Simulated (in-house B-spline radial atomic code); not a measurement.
# Ionising the iodine ion I⁸⁺ with different functionals

Computed with an all-electron radial atomic-structure program (B-spline basis): non-relativistic Hamiltonian, point nucleus, spin-polarised at highest spin, spherical fractional occupations for the functionals, and exact exchange of hybrids averaged over the configuration. The ionisation energy is the difference of two self-consistent energies, [Kr] 4d9 → [Kr] 4d8, without Breit or QED terms; ε is the level of the shell that loses the electron (its least bound occupied spin orbital). There is no spin-orbit coupling in this Hamiltonian.

```tsv
method	rung	ΔSCF (eV)	-ε(4d) (eV)
PBE0	global hybrid	175.86	167.42
B3LYP	global hybrid	175.81	166.69
TPSSh	global hybrid	175.77	165.35
M06-2X	global hybrid	175.75	171.05
BHandHLYP	global hybrid	175.70	170.60
r2SCAN0	global hybrid	176.18	167.85
B97-1	global hybrid	?	?
HSE06	range-separated hybrid	175.81	166.95
wB97X	range-separated hybrid	175.59	169.58
CAM-B3LYP	range-separated hybrid	?	?
LC-wPBE	range-separated hybrid	175.77	169.61
```

**Question.** What does CAM-B3LYP give?

**Answer.** ΔSCF 175.74 eV, and -ε(4d) = 168.69 eV.

**Question.** What does B97-1 give?

**Answer.** ΔSCF 175.78 eV, and -ε(4d) = 166.77 eV.

**Question.** Among the functionals, which spreads more, the ΔSCF values or the orbital energies?

**Answer.** The orbital energies: ΔSCF values span about 0.59 eV and the orbital energies 5.71 eV; here energy differences depend much less on the functional than eigenvalues do.

**Question.** How do they compare with the NIST value?

**Answer.** NIST lists 171 eV ± 2.2 (tabulated theory, ground level to ground level). Errors run from +4.59 to +5.18 eV. The correlated functionals all miss on the same side by more than they spread, so the cause is common to them (relativity, Breit-QED terms, multiplet and fine-structure energies, or a listed next ion that isn't the cheapest removal here) and closeness doesn't rank the functionals.
